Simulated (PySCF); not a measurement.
**Vibration and rotation of SeI⁺**

UHF-CCSD(T) constants of SeI⁺, ³Σ⁻ (triplet), unpaired electrons π ↑↑ (PySCF, scalar-relativistic core potentials, basis sets Se cc-pVDZ-PP with ECP10, I cc-pVDZ-PP with ECP28; masses 79.9165 and 126.9045 u):

- ωe: 293.5 cm⁻¹
- ωexe: 0.843 cm⁻¹
- Be: 0.059026 cm⁻¹
- αe: 0.000198 cm⁻¹
- D (centrifugal): 9.55e-09 cm⁻¹
- De to Se⁺ + I: 2.26 eV

Give the vibrational terms G(v) and spacings up to v = 6.

G(v) = ωe(v+½) − ωexe(v+½)².

```json
{"v": "0", "G(v) (cm⁻¹)": "146.5", "G(v) − G(v−1)": "", "Bv (cm⁻¹)": "0.05893"}
{"v": "1", "G(v) (cm⁻¹)": "438.4", "G(v) − G(v−1)": "291.8", "Bv (cm⁻¹)": "0.05873"}
{"v": "2", "G(v) (cm⁻¹)": "728.5", "G(v) − G(v−1)": "290.1", "Bv (cm⁻¹)": "0.05853"}
{"v": "3", "G(v) (cm⁻¹)": "1016.9", "G(v) − G(v−1)": "288.4", "Bv (cm⁻¹)": "0.05833"}
{"v": "4", "G(v) (cm⁻¹)": "1303.7", "G(v) − G(v−1)": "286.8", "Bv (cm⁻¹)": "0.05813"}
{"v": "5", "G(v) (cm⁻¹)": "1588.7", "G(v) − G(v−1)": "285.1", "Bv (cm⁻¹)": "0.05794"}
{"v": "6", "G(v) (cm⁻¹)": "1872.1", "G(v) − G(v−1)": "283.4", "Bv (cm⁻¹)": "0.05774"}
```

How well does the Morse estimate ωe²/(4ωexe) reproduce De, and what is D0?

It gives 3.17 eV, 140 % of the computed De. D0 = De − G(0) = 2.26 − 0.02 = 2.24 eV.

Correlated steps freeze 8 core orbitals. Correlated levels converge slowly with the basis: in double zeta they bind strong bonds too weakly, by up to about 1 eV, and carry superposition errors of some tenths. Spin–orbit coupling is left out, which matters for elements this heavy, above all for dissociation energies. For an ion De counts to the pair picked by the measured ionisation energies or electron affinities, which need not be the lowest pair at this level. The state was picked by a PBE0 search and need not be the measured ground state.
